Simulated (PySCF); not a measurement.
# Hartree-Fock beside MP2: AlClF2

Calculated results; nothing here was measured. They come from PySCF 2.14.0, an open-source quantum chemistry program, on an isolated molecule that a program drew, which may never have been made. The molecule is AlClF2 (charge 0, singlet), drawn as the SMILES string `[F][Al]([F])[Cl]`.

The geometry was optimised and harmonic frequencies were computed with HF and MP2, all in the cc-pV(D+d)Z basis, for the commonest isotopes, with a restricted reference for singlets and an unrestricted one otherwise, and a frozen core in MP2. Each result is a local minimum of its method.

Geometry at the HF minimum:
```xyz
4
AlClF2, angstrom
F    -0.9815    1.4955    1.6458
Al   -0.9126   -0.1167    1.3912
F    -2.3144   -0.9533    1.3291
Cl    0.9061   -1.0760    1.1533
```

Lengths of the bonds as drawn, in Å (atoms numbered as above):
| bond | HF | MP2 |
|---|---|---|
| F1-Al2 | 1.634 | 1.657 |
| Al2-F3 | 1.634 | 1.657 |
| Al2-Cl4 | 2.070 | 2.076 |

Rotational constants, in GHz:
| constant | HF | MP2 |
|---|---|---|
| A | 6.757 | 6.542 |
| B | 3.159 | 3.133 |
| C | 2.153 | 2.118 |

Harmonic frequencies in cm^-1, each column in rising order, so a row needn't be the same motion in every method:
```
rank   HF  MP2
   1  196  190
   2  246  233
   3  278  269
   4  519    ?
   5  848  818
   6  967  933
```

**Estimate the missing MP2 frequency from the HF column.**

A single factor s that minimises the squared misfit of MP2 against s times HF over the other rows is sum(HF x MP2) / sum(HF^2) = 0.9644, with an rms misfit of 2 cm^-1. For rank 4 it gives 0.9644 x 519 = 501 cm^-1. The calculation gives 508 cm^-1, 7 cm^-1 above the estimate. The drawn bonds are on average 1.0 % longer in MP2 than in HF.
